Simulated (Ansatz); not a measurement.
Sn₂H₂⁻, relaxed as a doublet with UKS PBE-D4/def2-TZVPD in Ansatz, starting from the GFN2-xTB geometry. Force threshold 0.02 eV/Å.

In the def2 sets Sn takes a core potential; there is no spin–orbit coupling. The highest occupied level of the charge -1 doublet lies above zero (up to 0.28 eV). The electron is either unbound and held by the finite basis, or the level is raised by self-interaction error. Another isomer (doublet) lies 0.09 eV lower at PBE0-D4/def2-TZVPD; other spin states weren't run for this one.

Start:

```csv
atom,x (Å),y (Å),z (Å)
Sn1,-1.1734,-0.2335,1.1856
Sn2,-0.6157,0.1148,-1.5640
H3,0.5574,-0.1459,1.8480
H4,1.2317,0.2647,-1.4696
```

Question: Estimate the energy that the relaxation releases and the steps that it takes.

Answer: 0.03 eV, in 11 steps; 13 s on 4 threads of Arm Neoverse V2 on a shared host. The force fell under the threshold at step 4, but the optimiser went on. No frequencies were taken in this run, so the end may be a saddle point.

Question: Does the start keep its bonding and symmetry?

Answer: By distances, no bond broke or formed. The bond that changes most is Sn1–Sn2, from 2.83 to 2.90 Å (atoms count from 1). Point group C2v at the start, C2 at the end, both within 0.05 Å.

Question: Predict the relaxed structure.

Answer: 
```csv
atom,x (Å),y (Å),z (Å)
Sn1,-1.1476,-0.3322,1.2102
Sn2,-0.5963,0.2167,-1.5825
H3,0.5287,-0.0650,1.8521
H4,1.2152,0.1804,-1.4798
```
Bond lengths (bridged metal pairs left out): 1 × Sn–Sn 2.90 Å; 2 × H–Sn 1.81 Å.
